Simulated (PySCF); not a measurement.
# SiSb: from constants to spectrum

r²SCAN constants of SiSb, ²Π (doublet), unpaired electrons π ↑ (basis Si aug-cc-pV(D+d)Z, Sb aug-cc-pVDZ-PP with ECP28; scalar-relativistic core potentials; PySCF 2.14; masses 27.9769 and 120.9038 u):

| Item | Value |
| --- | --- |
| ωe | 417.0 cm⁻¹ |
| ωexe | 1.75 cm⁻¹ |
| Be | 0.12925 cm⁻¹ |
| αe | 0.000542 cm⁻¹ |
| D (centrifugal) | 4.97e-08 cm⁻¹ |
| De to Si + Sb | 2.78 eV |

(1) Give the vibrational terms G(v) and spacings up to v = 3.

(2) How well does the Morse estimate ωe²/(4ωexe) reproduce De, and what is D0?

These are scalar-relativistic numbers at best; spin–orbit coupling would shift them, the dissociation energy most. The state is the lowest determinant that a PBE0 search found; another state may lie lower at other levels.

Results:

(1) G(v) = ωe(v+½) − ωexe(v+½)².

| v | G(v) (cm⁻¹) | G(v) − G(v−1) | Bv (cm⁻¹) |
| --- | --- | --- | --- |
| 0 | 208 |  | 0.1290 |
| 1 | 622 | 414 | 0.1284 |
| 2 | 1032 | 410 | 0.1279 |
| 3 | 1438 | 406 | 0.1274 |

(2) It gives 3.08 eV, 111 % of the computed De. D0 = De − G(0) = 2.78 − 0.03 = 2.75 eV.
